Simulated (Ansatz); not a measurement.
Harmonic frequencies (cm⁻¹) at PBE0-D4/def2-TZVP from Ansatz: 17, 94, 134, 300, 336, 443, 506, 522, 632, 679, 732, 1093, 1191, 1446, 1450, 1788, 2401, 2414, 3056, 3141, 3162.

Each molecule was computed in one conformer, which needn't be the lowest.

Problem. Which molecule is it?
A. `ClC1CCO1`
B. `[Cl][GeH]1[NH]C[O]1`
C. `FC#[C][GeH3]`
D. `[CH3][InH][PH2]`

Solution. D.
